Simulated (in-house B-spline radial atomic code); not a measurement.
How numerical settings move a run on neutral nickel, [Ar] 3d8 4s2. Computed with an all-electron radial atomic-structure program (B-spline basis): Dirac-Kohn-Sham LDA VWN5, spherical fractional occupations, Fermi nucleus of rms radius 3.7757 fm.

Command:
```bash
python run_scf.py task.json out
```
Settings of the sound reference run:
```
Z                28
electrons        28
configuration    [Ar] 3d8 4s2
hamiltonian      dirac
method           lda,vwn
spin_polarised   False
nucleus          fermi
rms_radius       3.7757
mass_number      58
atomic_mass      57.93534
speed_of_light   137.036
knot_spacing     0.22
spline_order     8
gauss_points     12
box_radius       50
max_iterations   70
damping          0.5
damped_steps     3
diis_vectors     10
tolerance        1e-08
start            Thomas-Fermi
```

Cost of the run: 2.2 s on 1 thread of Arm Neoverse N1, on a shared host.

It converges in 12 iterations to -1518.107062 hartree, with 4s1/2 at -5.85857 eV. The other runs change the listed settings, some to values that make no sense; their results aren't properties of the atom or ion. Radii are in bohr (the nuclear one in fm), a minus after a letter asks for a j subshell, and «unchanged» means within 1e-8 hartree. The run stops when the residual is below 10 × tolerance × max(1, Z/10), or a noise floor if that is larger, and the energy moves by less than 1e-8 × √|E| hartree; so very loose and very tight tolerances often act alike.

```tsv
changed settings	outcome
gauss_points = 4	converged in 12 iterations, energy +7.42e-08 hartree from the reference
box_radius = 3, max_iterations = 100, damping = 0.95, damped_steps = 30	converged in 36 iterations, energy +1.18e+00 hartree from the reference, 4s1/2 level +1.9e+01 eV (the program warns: 4s1/2 has a positive eigenvalue: unbound, held by the box; 3d3/2 has a positive eigenvalue: unbound, held by the box)
gauss_points = 16, max_iterations = 5, damped_steps = 30, diis_vectors = 0	not converged after 5 iterations, last residual 5.7e-02, last energy +1.22e-01 hartree from the reference
method = hf, spin_polarised = True	stopped with error: spin polarisation is not served with the Dirac Hamiltonian
first_knot = 0.0107	converged in 12 iterations, energy +1.39e-02 hartree from the reference, 4s1/2 level +5.5e-05 eV
first_knot = 0.000357	converged in 12 iterations, energy -5.19e-05 hartree from the reference
gauss_points = 4, max_iterations = 75, damping = 0, tolerance = 1e-10	converged in 14 iterations, energy +7.42e-08 hartree from the reference, 4s1/2 level -1.7e-06 eV
electrons = 31, configuration = [Ar] 3d8 4s2 5s3, max_iterations = 60	stopped with error: shell 5s holds at most 2 electrons
first_knot = 3.57e-05	converged in 12 iterations, energy +1.01e-08 hartree from the reference
first_knot = 3.57e-05, max_iterations = 60, diis_vectors = 4	converged in 13 iterations, energy +1.01e-08 hartree from the reference, 4s1/2 level +9.1e-06 eV
first_knot = 3.57e-06	converged in 12 iterations, energy unchanged
spline_order = 5, gauss_points = 8, max_iterations = 8	not converged after 8 iterations, last residual 2.7e-03, last energy +1.84e-04 hartree from the reference
```

Question: What happens with first_knot = 0.0357?

Answer: Converged in 12 iterations, energy +2.55e-01 hartree from the reference, 4s1/2 level +1.0e-03 eV.

Question: What happens with electrons = 29, configuration = [Ar] 3d8 4s3, max_iterations = 50?

Answer: Stopped with error: shell 4s holds at most 2 electrons.

Question: What happens with first_knot = 0.107?

Answer: Converged in 12 iterations, energy +3.83e+00 hartree from the reference, 4s1/2 level +1.3e-02 eV.

Question: What happens with tolerance = 1e-13?

Answer: Converged in 13 iterations, energy unchanged, 4s1/2 level +8.9e-06 eV.
